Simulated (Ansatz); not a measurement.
Gas-phase reaction R1 + R2 → P1 + P2, each structure at its B3LYP-D3(BJ)/def2-TZVP stationary point, reached from a drawn start (curvature not checked).
P1: H atom, charge 0, multiplicity 2.
R1, H2 (SMILES [H][H]) (charge 0, multiplicity 1):
```xyz
2

H      0.0000     0.0000     0.3720
H      0.0000     0.0000    -0.3720
```
P2: H2O (SMILES O), charge 0, multiplicity 1.
R2, OH (SMILES [OH]) (charge 0, multiplicity 2):
```tsv
atom	x (Å)	y (Å)	z (Å)
O	0.0000	0.0000	0.4884
H	0.0000	0.0000	-0.4884
```

```json
[
 {"level": "HF/aug-cc-pVDZ", "reaction energy (eV)": "-0.223", "minus CCSD(T)/CBS(aug-cc-pVTZ, aug-cc-pVQZ)": "0.485"},
 {"level": "HF/aug-cc-pVTZ", "reaction energy (eV)": "-0.155", "minus CCSD(T)/CBS(aug-cc-pVTZ, aug-cc-pVQZ)": "0.553"},
 {"level": "HF/aug-cc-pVQZ", "reaction energy (eV)": "-0.157", "minus CCSD(T)/CBS(aug-cc-pVTZ, aug-cc-pVQZ)": "0.551"},
 {"level": "SVWN5/def2-TZVPPD", "reaction energy (eV)": "-1.271", "minus CCSD(T)/CBS(aug-cc-pVTZ, aug-cc-pVQZ)": "-0.563"},
 {"level": "BLYP/def2-TZVPPD", "reaction energy (eV)": "-0.591", "minus CCSD(T)/CBS(aug-cc-pVTZ, aug-cc-pVQZ)": "0.118"},
 {"level": "r2SCAN/def2-TZVPPD", "reaction energy (eV)": "-0.601", "minus CCSD(T)/CBS(aug-cc-pVTZ, aug-cc-pVQZ)": "0.107"},
 {"level": "B97M-V/def2-TZVPPD", "reaction energy (eV)": "-0.614", "minus CCSD(T)/CBS(aug-cc-pVTZ, aug-cc-pVQZ)": "0.094"},
 {"level": "B3LYP/def2-TZVPPD", "reaction energy (eV)": "-0.545", "minus CCSD(T)/CBS(aug-cc-pVTZ, aug-cc-pVQZ)": "0.163"},
 {"level": "CAM-B3LYP/def2-TZVPPD", "reaction energy (eV)": "-0.627", "minus CCSD(T)/CBS(aug-cc-pVTZ, aug-cc-pVQZ)": "0.081"},
 {"level": "B2PLYP/def2-TZVPPD", "reaction energy (eV)": "-0.656", "minus CCSD(T)/CBS(aug-cc-pVTZ, aug-cc-pVQZ)": "0.052"},
 {"level": "MP2/aug-cc-pVTZ", "reaction energy (eV)": "-1.020", "minus CCSD(T)/CBS(aug-cc-pVTZ, aug-cc-pVQZ)": "-0.312"},
 {"level": "MP2/aug-cc-pVQZ", "reaction energy (eV)": "-1.049", "minus CCSD(T)/CBS(aug-cc-pVTZ, aug-cc-pVQZ)": "-0.341"},
 {"level": "MP2/CBS(aug-cc-pVTZ, aug-cc-pVQZ)", "reaction energy (eV)": "-1.069", "minus CCSD(T)/CBS(aug-cc-pVTZ, aug-cc-pVQZ)": "-0.361"},
 {"level": "SCS-MP2/aug-cc-pVDZ", "reaction energy (eV)": "-0.829", "minus CCSD(T)/CBS(aug-cc-pVTZ, aug-cc-pVQZ)": "-0.121"},
 {"level": "SCS-MP2/aug-cc-pVTZ", "reaction energy (eV)": "-0.785", "minus CCSD(T)/CBS(aug-cc-pVTZ, aug-cc-pVQZ)": "-0.077"},
 {"level": "CCSD/aug-cc-pVDZ", "reaction energy (eV)": "-0.614", "minus CCSD(T)/CBS(aug-cc-pVTZ, aug-cc-pVQZ)": "0.094"},
 {"level": "CCSD/aug-cc-pVQZ", "reaction energy (eV)": "-0.605", "minus CCSD(T)/CBS(aug-cc-pVTZ, aug-cc-pVQZ)": "0.103"},
 {"level": "CCSD(T)/aug-cc-pVTZ", "reaction energy (eV)": "-0.650", "minus CCSD(T)/CBS(aug-cc-pVTZ, aug-cc-pVQZ)": "0.058"},
 {"level": "CCSD(T)/aug-cc-pVQZ", "reaction energy (eV)": "-0.685", "minus CCSD(T)/CBS(aug-cc-pVTZ, aug-cc-pVQZ)": "0.024"},
 {"level": "CCSD(T)/CBS(aug-cc-pVTZ, aug-cc-pVQZ)", "reaction energy (eV)": "-0.708", "minus CCSD(T)/CBS(aug-cc-pVTZ, aug-cc-pVQZ)": "0.000"}
]
```

 The comparison column counts from a level with limits of its own.

P less R. No zero-point or thermal terms; singlets are restricted closed shells; open shells are unrestricted; no spin–orbit coupling.

Correlated levels freeze the cores. CBS(a, b) extrapolates the correlation energy as X⁻³ and adds the Hartree–Fock energy of set b.

Programs: Ansatz (an electronic-structure program) with Gaussian orbitals. Each number belongs to the level named beside it.
